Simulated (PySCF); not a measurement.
# How methods differ on the excitation energy of Ti

Ti [Ar] 3d2 4s2 (3F) → Ti [Ar] 3d3 4s1 (5F), as a difference of total energies. Computed with PySCF 2.14 in ANO-RCC-VTZP, with the spin-free X2C one-electron Hamiltonian (Gaussian nucleus). Correlated levels: valence: [Ar] frozen. The calculations carry no spin-orbit coupling.

| method | excitation energy (eV) | error (eV) |
| --- | --- | --- |
| UHF | 0.741 | -0.065 |
| MP2 (valence) | 0.932 | +0.126 |
| SCS-MP2 (valence) | 1.476 | +0.670 |
| CCSD (valence) | 1.081 | +0.275 |
| CCSD(T) (valence) | 1.105 | +0.299 |

Reference: 0.806 eV (measured; NIST levels, between the centres of gravity of the two terms).

Errors of the correlated levels include the incompleteness of this basis and the frozen core.
